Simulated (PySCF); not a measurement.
Computed IR spectrum (relative IR intensity) of a molecule C₃H₃ClF₂. Coordinates come from a PBE-D3(BJ)/def2-SVP optimisation. The values are those of a single conformer. Method: PBE-D3(BJ)/def2-SVP (PySCF). Frequencies are harmonic and unscaled.

Lines under 2 % of the strongest are left out, and lines within 2 cm⁻¹ are merged.

| ν (cm⁻¹) | relative intensity |
|---|---|
| 168 | 3.9 |
| 206 | 3.2 |
| 232 | 13 |
| 637 | 33 |
| 789 | 2.3 |
| 822 | 100 |
| 1001 | 6.8 |
| 1045 | 3.4 |
| 1101 | 68 |
| 1142 | 55 |
| 1159 | 76 |
| 1221 | 15 |
| 1313 | 45 |
| 1436 | 43 |
| 3084 | 15 |
| 3107 | 6.5 |

### Question
Which molecule gave these data?
(A) F[C@@H]1[C@H](F)[C@H]1Cl
(B) FC(F)/C=C/Cl
(C) C/C(F)=C(\F)Cl
(D) FC1(F)C[C@H]1Cl

### Answer
A, F[C@@H]1[C@H](F)[C@H]1Cl
